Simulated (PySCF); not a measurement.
C2H8N2Si2, SMILES [Si@@H]1(N)[SiH2]N=C1C.

Coordinates come from a PBE0-D3(BJ)/def2-SVP optimisation. The structure was generated by enumeration; whether it is a known compound was not checked. The values are those of a single conformer.

These are TDDFT-PBE/def2-SVPD (PySCF) values and carry that method's errors.

Vertical excitations. Isolated molecule, no solvent.

Task: Estimate the UV-visible absorptions. (The exact figures need the calculation; the answer reports its results.)

Result: 
| state | energy (eV) | λ (nm) | f | main pairs |
|---|---|---|---|---|
| S1 | 3.63 | 342 | 0.001 | HOMO→LUMO 99 % |
| S2 | 4.06 | 305 | 0.003 | HOMO−1→LUMO 99 % |
| S3 | 4.54 | 273 | 0.014 | HOMO→LUMO+1 98 % |
| S4 | 4.74 | 262 | 0.001 | HOMO→LUMO+2 99 % |
| S5 | 5.21 | 238 | 0.012 | HOMO→LUMO+3 90 % |
| S6 | 5.26 | 236 | 0.014 | HOMO−1→LUMO+1 88 % |
| S7 | 5.41 | 229 | 0.000 | HOMO−2→LUMO 96 % |
| S8 | 5.47 | 227 | 0.021 | HOMO→LUMO+4 81 %, HOMO−1→LUMO+2 15 % |
| S9 | 5.51 | 225 | 0.026 | HOMO−1→LUMO+2 72 %, HOMO→LUMO+4 17 % |
| S10 | 5.79 | 214 | 0.010 | HOMO→LUMO+5 93 % |
| T1 | 2.96 | 419 | 0 | HOMO→LUMO 99 % |
| T2 | 3.80 | 326 | 0 | HOMO−1→LUMO 99 % |
| T3 | 4.36 | 284 | 0 | HOMO→LUMO+1 99 % |
| T4 | 4.51 | 275 | 0 | HOMO→LUMO+2 98 % |
Triplets are in the Tamm–Dancoff approximation, which puts them higher than full response would, so one can lie above its singlet here.
